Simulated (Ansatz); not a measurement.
Consider the atomization: `BrC1=C[B]1[SnH3]` → B• + Br• + 2 C• + 4 H• + Sn•.

Gas-phase electronic energies from Ansatz, PBE0-D4/def2-TZVP geometries. CCSD(T)/CBS is the MP2 limit (def2-TZVPP, def2-QZVPP) plus CCSD(T) − MP2 in def2-TZVPP, frozen cores. This one scheme is used for every species, atoms too. Functionals use def2-TZVPP. HSE06 is defined as in plane-wave codes. Open shells (•) are unrestricted, without spin–orbit coupling. Spin–orbit coupling would lower the free atoms: a little for B, C; clearly for Br; strongly for Sn. Elements past krypton have def2 core potentials. For Br, Sn outer-core shells are correlated without core-valence functions, so the limit isn't a true one: a few kJ/mol of doubt a bond, and 10 to 20 or more in all where bonds break to atoms. Scalar relativity is left out up to krypton.

```tsv
level	ΔE (kJ/mol)	difference from CCSD(T)/CBS
PBE-D4	3094.0	95.2
r2SCAN-D4	3032.4	33.6
PBE0-D4	3039.9	41.1
HSE06-D4	3040.9	42.1
CAM-B3LYP-D4	3001.8	3.0
PBE	3071.6	72.8
revPBE	2944.6	-54.2
CCSD(T)/def2-TZVPP	2921.8	-77.0
HF/def2-QZVPP	2148.5	-850.3
MP2/CBS(def2)	3058.8	60.0
CCSD(T)/CBS	2998.8	0
```

Largest T1 diagnostic among the species: 0.014.

From r2SCAN to r2SCAN0 (25 % exact exchange), in def2-TZVPP and without D4, ΔE moves by −51.1 kJ/mol: exact exchange takes away binding that semilocal exchange gives to molecules. In def2-TZVPP, CCSD(T) changes the Hartree–Fock value by +775.5 kJ/mol (the triples alone add +63.4 kJ/mol) and MP2 by +835.6 kJ/mol; breaking electron pairs costs correlation energy, which Hartree–Fock lacks. Leaving LDA and LC-ωPBE aside and taking each functional with its dispersion term where it has one, the values, not all of them listed here, spread over 189.5 kJ/mol, from BHLYP-D4 to PBE-D4. LDA lies +430.6 kJ/mol from PBE without D4, its usual overbinding.

For atomizations the MP2-based limit and the directly extrapolated one differ by several kJ/mol either way, and by 10 to 25 for some Ge, Se and Sn compounds, so smaller differences from it don't rank the levels.
